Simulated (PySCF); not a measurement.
Cartesian coordinates in Å; atom numbers follow the order of the lines, from 1:
```xyz
11

C     2.566   -1.123    0.018
C     1.504   -0.553    0.008
C     0.249    0.068   -0.005
C    -0.974   -0.653    0.029
C    -2.081    0.117    0.010
S    -1.701    1.820   -0.054
C     0.121    1.460   -0.057
O     0.929    2.379   -0.099
H     3.503   -1.597    0.027
H    -1.001   -1.733    0.067
H    -3.112   -0.183    0.028
```

Total charge -1.

Geometry: GFN2-xTB; GIAO shifts from PySCF 2.14, gas phase, non-relativistic, averaged over equivalent atoms.

At BP86/def2-SVP (131 basis functions, 46 s wall time on 1 thread of an Arm Neoverse N1, shared host):
```
atoms  δ (ppm)
   C7    177.7
   C4    116.6
   C2     90.4
   C5     90.0
   C3     75.2
   C1     63.4
   O8    356.1
  H10     5.73
  H11     4.35
   H9     1.93
```

Referencing at the same level of theory: $^{13}$C (191.95 ppm) and $^{1}$H (31.75 ppm) vs TMS; $^{17}$O (340.94 ppm) vs H2O.

Task: Predict the values at PBE0/pcSseg-1 on the same geometry.

Result: 
```tsv
atoms	δ at PBE0/pcSseg-1	change
C7	191.3	+13.6
C4	130.7	+14.1
C2	96.6	+6.2
C5	97.0	+7.0
C3	78.4	+3.2
C1	73.2	+9.8
O8	379.7	+23.6
H10	6.05	+0.32
H11	4.54	+0.19
H9	2.31	+0.38
```

Referencing at the same level of theory: TMS for $^{13}$C (186.93 ppm), $^{1}$H (31.72 ppm); H2O for $^{17}$O (336.08 ppm).

The largest change is at O8 (oxygen bonded to C). Cost: 158 basis functions, 26 s wall time on 1 thread of an Arm Neoverse N1, shared host. The order of the carbon signals changes between the two levels.

Unscaled 17O shifts of doubly bonded oxygen tend to come out too high, by tens of ppm or more. Experimental scales use liquid or dissolved standards, which lie at an offset from isolated H2O (liquid H2O: subtract about 36 ppm).
